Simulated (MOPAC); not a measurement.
A run for MOPAC: PM7 on FHOPb (SMILES [OH][Pb][F]), a point of a bond scan (R = 1.449 Å).

```
PM7 1SCF PRECISE CHARGE=0 THREADS=1
FHOPb

Pb     0.11984709 1     0.02505711 1     0.23369822 1
F     -0.29894545 1     1.35257794 1    -1.30236435 1
O     -0.75278508 1    -1.60708419 1    -0.73088014 1
H     -1.29561522 1    -1.25327424 1    -2.02696013 1
```

Program output:

```
*******************************************************************************
 **                                                                           **
 **                              MOPAC v23.2.5                                **
 **                                                                           **
 *******************************************************************************
 ** MOPAC's Digital Object Identifier: https://doi.org/10.5281/zenodo.6511958 **
 **                                                                           **
 ** Please cite the open-source release paper for use of this MOPAC version:  **
 ** J. E. Moussa and J. J. P. Stewart (2026)                                  **
 ** MOPAC: An open-source semiempirical molecular orbital program             **
 ** J. Open Source Softw., 11(119), 8025, https://doi.org/10.21105/joss.08025 **
 *******************************************************************************

                              PM7 CALCULATION RESULTS

 *******************************************************************************
 *  PM7        - The PM7 Hamiltonian to be used
 *
 *
 *
 *                 CHARGE ON SYSTEM = 0
 *
 *
 *
 *  PRECISE    - TIGHTER CRITERIA TO BE USED
 *  1SCF       - DO 1 SCF AND THEN STOP
 *  THREADS=1  - MULTI-THREADING NOT USED
 *  T=         - A TIME OF 172800.0 SECONDS REQUESTED
 *  DUMP=N     - RESTART FILE WRITTEN EVERY 7200.0 SECONDS REQUESTED
 *******************************************************************************
PM7 1SCF PRECISE CHARGE=0 THREADS=1
 FHOPb

   ATOM   CHEMICAL          X               Y               Z
  NUMBER   SYMBOL      (ANGSTROMS)     (ANGSTROMS)     (ANGSTROMS)

     1      Pb          0.11984709  *   0.02505711  *   0.23369822  *
     2       F         -0.29894545  *   1.35257794  *  -1.30236435  *
     3       O         -0.75278508  *  -1.60708419  *  -0.73088014  *
     4       H         -1.29561522  *  -1.25327424  *  -2.02696013  *



          CARTESIAN COORDINATES

    NO.       ATOM           X           Y           Z

     1        Pb          0.1198      0.0251      0.2337
     2         F         -0.2989      1.3526     -1.3024
     3         O         -0.7528     -1.6071     -0.7309
     4         H         -1.2956     -1.2533     -2.0270

 General Reference for PM7:
 "Optimization of Parameters for Semiempirical Methods VI: More Modifications to the
 NDDO Approximations and Re-optimization of Parameters", J. J. P. Stewart, J. Mol. Mod., 1:32, 19 (2013)
 https://link.springer.com/article/10.1007/s00894-012-1667-x

           Empirical Formula: H O Pb F  =     4 atoms



      MOLECULAR POINT GROUP   :   Cs


      RHF CALCULATION, NO. OF DOUBLY OCCUPIED LEVELS = 9


 -------------------------------------------------------------------------------
 PM7 1SCF PRECISE CHARGE=0 THREADS=1
 FHOPb



     1SCF WAS SPECIFIED, SO BFGS WAS NOT USED
     SCF FIELD WAS ACHIEVED


                              PM7 CALCULATION
                                                       MOPAC v23.2.5 Linux




          FINAL HEAT OF FORMATION =        -65.42749 KCAL/MOL =    -273.74862 KJ/MOL


          COSMO AREA              =         98.44 SQUARE ANGSTROMS
          COSMO VOLUME            =         82.90 CUBIC ANGSTROMS

          IONIZATION POTENTIAL    =         10.219013 EV
          HOMO LUMO ENERGIES (EV) =        -10.219 -0.662
          NO. OF FILLED LEVELS    =          9
          MOLECULAR WEIGHT        =        243.2057         POINT GROUP:  Cs

          MOLECULAR DIMENSIONS (Angstroms)

            Atom       Atom       Distance
            O     3    F     2     3.04831
            H     4   Pb     1     2.77332
            H     4    F     2     0.00000


          SCF CALCULATIONS        =          1





   ATOM   CHEMICAL          X               Y               Z
  NUMBER   SYMBOL      (ANGSTROMS)     (ANGSTROMS)     (ANGSTROMS)

     1      Pb          0.11984709  *   0.02505711  *   0.23369822  *
     2       F         -0.29894545  *   1.35257794  *  -1.30236435  *
     3       O         -0.75278508  *  -1.60708419  *  -0.73088014  *
     4       H         -1.29561522  *  -1.25327424  *  -2.02696013  *

                             CARTESIAN COORDINATES

   1   Pb        0.119847090     0.025057110     0.233698220
   2    F       -0.298945450     1.352577940    -1.302364350
   3    O       -0.752785080    -1.607084190    -0.730880140
   4    H       -1.295615220    -1.253274240    -2.026960130


           Empirical Formula: H O Pb F  =     4 atoms



      MOLECULAR POINT GROUP   :   Cs


                  EIGENVALUES
 -35.34560 -23.24394 -17.71981 -12.91056 -12.79365 -12.75492 -11.73204 -10.69805
 -10.21901  -0.66196   0.58922   0.75243   2.53769


              NET ATOMIC CHARGES AND DIPOLE CONTRIBUTIONS

  ATOM NO.   TYPE          CHARGE      No. of ELECS.   s-Pop       p-Pop
    1         Pb           1.019699        2.9803     1.96176     1.01854
    2          F          -0.620040        7.6200     1.99016     5.62988
    3          O          -0.807812        6.8078     1.95926     4.84856
    4          H           0.408152        0.5918     0.59185
 DIPOLE           X         Y         Z       TOTAL
 POINT-CHG.     1.858    -0.127     3.885     4.309
 HYBRID        -0.300    -0.104    -0.563     0.646
 SUM            1.559    -0.231     3.322     3.677


          ATOMIC ORBITAL ELECTRON POPULATIONS

     Atom    s        px        py        pz
    1 Pb   1.96176   0.19729   0.41478   0.40647
    2  F   1.99016   1.97056   1.85248   1.80684
    3  O   1.95926   1.81034   1.54651   1.49170
    4  H   0.59185

 **********************
 *                    *
 * JOB ENDED NORMALLY *
 *                    *
 **********************




 == MOPAC DONE ==
```

The run finished.

Cost: roughly 0.010 core-seconds.
